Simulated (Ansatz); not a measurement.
**GeH2ClO (SMILES [O][GeH2][Cl]): the energy to break a bond**

GeH2ClO: 5 atoms, total charge 0, spin state doublet. As SMILES, `[O][GeH2][Cl]`. Geometry: optimised at wB97X-V/def2-SVP.

```xyz
5

O    -0.2737   -0.5918    1.6273
Ge    0.1245   -0.0804   -0.0374
Cl   -1.3520    1.2934   -0.7787
H     0.0855   -1.3433   -0.8973
H     1.4655    0.6483    0.0447
```

Wanted: the dissociation energy of the H5–Ge2 bond into doublet H and singlet GeHClO (shapes relaxed at wB97X-V/def2-SVP, no zero-point term). 1 Eh = 2625.50 kJ/mol = 27.2114 eV. Totals in Eh; open shells run unrestricted unless said.

```
              level  program       GeH2ClO  doublet H  singlet GeHClO
    UPBE/def2-TZVPP   Ansatz  -2613.065519  -0.499616    -2612.511938
U-r2SCAN/def2-TZVPP   Ansatz  -2613.578510  -0.499927    -2613.011279
  UB3LYP/def2-TZVPP   Ansatz  -2613.714017  -0.502154    -2613.144654
```

**Question.** Work out the dissociation energy at each level.

**Answer.** 
1. UPBE/def2-TZVPP: (-0.499616) + (-2612.511938) − (-2613.065519) = 0.053965 Eh = 141.7 kJ/mol = 1.47 eV.
2. U-r2SCAN/def2-TZVPP: (-0.499927) + (-2613.011279) − (-2613.578510) = 0.067304 Eh = 176.7 kJ/mol = 1.83 eV.
3. UB3LYP/def2-TZVPP: (-0.502154) + (-2613.144654) − (-2613.714017) = 0.067209 Eh = 176.5 kJ/mol = 1.83 eV.

The levels span 142 to 177 kJ/mol; no measured value is set beside them. A fragment with an even electron count was run as a singlet and may have a lower triplet. A bond enthalpy at 298 K also holds the loss of zero-point energy and thermal terms.
